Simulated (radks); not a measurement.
Task: Successive ionisation energies (eV) of one element, from differences of total energies of ions in their ground configurations, starting at charge 22: 659.50, 706.43, 754.44, 803.49, 866.19, 918.25, 971.35, 1025.5, 1080.6, 1136.6, 1193.7, 1485.5, 1540.5, 1595.9, 1651.7, 1707.7, 1779.2, 1837.5, 1896.1, 1955.1, 2014.3, 2302.3. Calculated with a radial shooting solver on a logarithmic mesh with Libxc functionals: scalar-relativistic Kohn-Sham, PBE, spin-polarised, spherical densities, finite nucleus; open shells are filled with parallel spins first (spin-orbit coupling, left out, can overturn this in heavy ions); Fermi nuclear charge, rms radius 5.4371 fm. Which element is it?

Result: Gold (Z = 79). The first species listed is Au22+ in [Kr] 4d10 4f11, the last Au43+ in [Kr].
